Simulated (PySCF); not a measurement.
CCl₄, singlet, at a GFN2-xTB geometry. Base run: B3LYP/def2-SV(P) in PySCF.

Input for PySCF:
```python
from pyscf import gto, scf, dft

mol = gto.M(
    atom='''
C     0.00000000   -0.00000000    0.00000000
Cl    1.00088777    1.00971528    1.05264163
Cl   -1.03919169   -1.03455449    0.98951166
Cl   -1.00311144    1.03279645   -1.02783977
Cl    1.04141537   -1.00795724   -1.01431351
''',
    basis='def2-sv(p)',
    verbose=4,
)

mf = dft.RKS(mol)
mf.xc = 'b3lyp'
mf.kernel()
mf.analyze()
```

Each row names what was changed in the base input (with any setting that the change needs).

```json
[
 {"change": "base", "E (Eh)": "-1878.31277", "HOMO (eV)": "-8.52", "HOMO-LUMO gap (eV)": "7.59"},
 {"change": "functional = pbe; dispersion = d3zero", "E (Eh)": "___", "HOMO (eV)": "___", "HOMO-LUMO gap (eV)": "___"},
 {"change": "functional = tpss", "E (Eh)": "-1878.35554", "HOMO (eV)": "-7.62", "HOMO-LUMO gap (eV)": "5.73"},
 {"change": "functional = m062x", "E (Eh)": "-1878.20039", "HOMO (eV)": "-10.34", "HOMO-LUMO gap (eV)": "10.71"},
 {"change": "functional = b97-1", "E (Eh)": "-1878.07122", "HOMO (eV)": "-8.56", "HOMO-LUMO gap (eV)": "7.66"},
 {"change": "functional = r2scan", "E (Eh)": "___", "HOMO (eV)": "___", "HOMO-LUMO gap (eV)": "___"},
 {"change": "functional = m06", "E (Eh)": "-1878.18602", "HOMO (eV)": "-8.77", "HOMO-LUMO gap (eV)": "7.93"},
 {"change": "functional = b3lyp; dispersion = d3bj", "E (Eh)": "___", "HOMO (eV)": "-8.52", "HOMO-LUMO gap (eV)": "7.59"},
 {"change": "functional = blyp; dispersion = d4", "E (Eh)": "-1878.24939", "HOMO (eV)": "-7.09", "HOMO-LUMO gap (eV)": "5.50"},
 {"change": "functional = pbe0", "E (Eh)": "-1877.62012", "HOMO (eV)": "-8.94", "HOMO-LUMO gap (eV)": "8.11"},
 {"change": "functional = m06l", "E (Eh)": "-1878.27237", "HOMO (eV)": "-7.93", "HOMO-LUMO gap (eV)": "5.87"},
 {"change": "functional = wb97x", "E (Eh)": "___", "HOMO (eV)": "___", "HOMO-LUMO gap (eV)": "___"},
 {"change": "functional = pw6b95", "E (Eh)": "-1879.73589", "HOMO (eV)": "-8.98", "HOMO-LUMO gap (eV)": "8.30"}
]
```

**Question.** What belongs in the gaps?

**Answer.** 
- functional = pbe; dispersion = d3zero, E (Eh): -1877.47447
- functional = pbe; dispersion = d3zero, HOMO (eV): -7.37
- functional = pbe; dispersion = d3zero, HOMO-LUMO gap (eV): 5.51
- functional = r2scan, E (Eh): -1878.13324
- functional = r2scan, HOMO (eV): -7.89
- functional = r2scan, HOMO-LUMO gap (eV): 5.95
- functional = b3lyp; dispersion = d3bj, E (Eh): -1878.32768
- functional = wb97x, E (Eh): -1878.25450
- functional = wb97x, HOMO (eV): -11.40
- functional = wb97x, HOMO-LUMO gap (eV): 12.98

Absolute energies of different levels of theory aren't comparable as measures of quality.
